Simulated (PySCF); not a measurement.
Electron correlation in Pb³⁺ (lead, charge +3)

[Xe] 4f14 5d10 6s1, 2S determinant. All numbers are calculated (PySCF 2.14, the spin-free X2C one-electron Hamiltonian (Gaussian nucleus), in ANO-RCC-VTZP (8s7p5d3f2g, 93 functions)). Frozen: [Kr] 4d10 4f14; 19 electrons correlated.

MP2 pair energies summed by pair of shells (mhartree):

```csv
pair,energy,share (%)
5d-5d,-290.65,54.9
5p-5d,-114.87,21.7
5d-6s,-57.97,10.9
5p-5p,-26.40,5.0
5s-5d,-19.15,3.6
5s-5p,-12.31,2.3
5p-6s,-6.06,1.1
5s-5s,-1.84,0.3
5s-6s,-0.38,0.1
```

Total MP2 correlation energy: -529.64 mhartree.

Same-spin part -184.37 and opposite-spin part -345.27 mhartree; SCS-MP2 scales them by 1/3 and 6/5 to -475.78 mhartree.
